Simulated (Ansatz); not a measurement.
Species: [Zn(Br)2] (charge 0, multiplicity 1).

Q: Give a relaxed geometry from Ansatz (a quantum-chemistry and plane-wave program) with PBE-D3(BJ)/def2-SVP.

A: the end point of this relaxation.
Cartesian coordinates (Å) in one orientation:
```xyz
3

Zn     0.000     0.000     0.000
Br     1.492     1.414    -0.882
Br    -1.492    -1.414     0.882
```
